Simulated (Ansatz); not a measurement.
Cartesian coordinates (Å):
```xyz
9

O     -0.6436     0.6461     1.3318
Si    -0.0124    -0.0117    -0.0163
O      1.4869    -0.5119     0.3715
O     -0.7980    -1.3129    -0.5978
O     -0.0953     1.1324    -1.1706
H     -0.4161     0.2437     2.1721
H      1.8941    -1.1746    -0.1895
H     -1.5741    -1.1586    -1.1397
H      0.0463     2.0431    -0.9055
```
Charge 0, spin multiplicity 1.

Method: frozen-core CCSD(T)/cc-pVTZ // M06-2X/def2-TZVP (Ansatz, a first-principles code).

The HF energy is -591.08463 Ha. The MP2 correlation energy is -1.07716 Ha.

Task: Estimate the CCSD correlation energy, the (T) correction, the total energy and the T1 diagnostic.

Result: 
```json
{
  "CCSD correlation energy": "-1.08770 Ha",
  "(T) correction": "-0.03737 Ha",
  "CCSD(T) total energy": "-592.20970 Ha",
  "T1 diagnostic": "0.011"
}
```
